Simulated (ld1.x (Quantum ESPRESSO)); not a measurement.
## Cl: one change to a PAW potential, before and after

```json
{"Element": "Cl (Z = 17)", "Generator": "ld1.x (Quantum ESPRESSO) 7.5", "Type": "PAW", "Functional": "PBE", "Relativity": "non-relativistic", "Frozen core": "[Ne]", "Valence charge": "7", "Reference configuration": "3s2 3p5", "Partial waves": "3s (bound): rcut 0.95, rcutus 1.30 bohr; 3s channel at -0.45 Ry: rcut 0.95, rcutus 1.30 bohr; 3p (bound): rcut 1.35, rcutus 1.65 bohr; 3p channel at -0.3 Ry: rcut 1.35, rcutus 1.65 bohr; 3d channel at 0.3 Ry: rcut 1.45, rcutus 1.80 bohr; 3d channel at 1.65 Ry: rcut 1.45, rcutus 1.80 bohr", "Local potential": "all-electron potential smoothed inside 1.05 bohr (lloc = -1)", "Core correction": "Bessel-smoothed model core inside 1.00 bohr", "Augmentation charge": "PSQ, inside the norm-conserving radii"}
```

All-electron outer shells of the reference configuration (PBE, non-relativistic, ld1.x):

```tsv
shell	level (eV)	outermost node (bohr)	outermost maximum (bohr)
2p	-191.57	–	0.30
3s	-20.53	0.56	1.29
3p	-8.61	0.53	1.43
```

Change: all radii but the core radius scaled by about 0.91 (s 1.18, p 1.50, d 1.64 bohr, rcut 0.86/1.24/1.32); local potential all-electron potential smoothed inside 0.96 bohr (lloc = -1).

Cutoffs: the cutoffs (Ry, on a coarse ladder) from which the occupation-weighted sum of valence levels, in a spherical-Bessel basis at the reference potential, stays within 10 and 1 mRy of its value at 400 Ry; they do not see the model core or the augmentation charge, which bear on the density cutoff. Errors are all-electron minus pseudo energies relative to the spin-unpolarised reference configuration.

Predict the effect on cutoff, ghosts and configuration errors.

The potential gets harder (25 Ry and 40 Ry → 30 Ry and 50 Ry); the errors of the 7 common tests hardly move; neither file shows a bound ghost. A smaller radius makes the pseudo-wave follow the all-electron one further in, where it bends more sharply, so more plane waves are needed.

| quantity | base | changed |
| --- | --- | --- |
| cutoff, loose | 25 Ry | 30 Ry |
| cutoff, tight | 40 Ry | 50 Ry |
| loose cutoff by channel (10 mRy a level) | s 18 Ry, p 18 Ry | s 25 Ry, p 18 Ry |
| bound ghosts | none | none |
| error for 3s2 3p4, meV [ΔE 13.89 eV] | -0.6 | -0.6 |
| error for 3s2 3p3, meV [ΔE 39.35 eV] | -5.3 | -5.7 |
| error for 3s2 3p2, meV [ΔE 77.66 eV] | -23 | -25 |
| error for 3s2 3p4.5, meV [ΔE 5.59 eV] | -0.1 | -0.1 |
| error for 3s2 3p1, meV [ΔE 129.90 eV] | -73 | -77 |
| error for 3s2 3p5.3, meV [ΔE -2.14 eV] | 0.0 | 0.0 |
| error for 3s1 3p6, meV [ΔE 11.97 eV] | +0.2 | +0.1 |
| lowest overlap eigenvalue by channel | s 0.43, p 0.79, d 0.96 | s 0.51, p 0.77, d 0.96 |
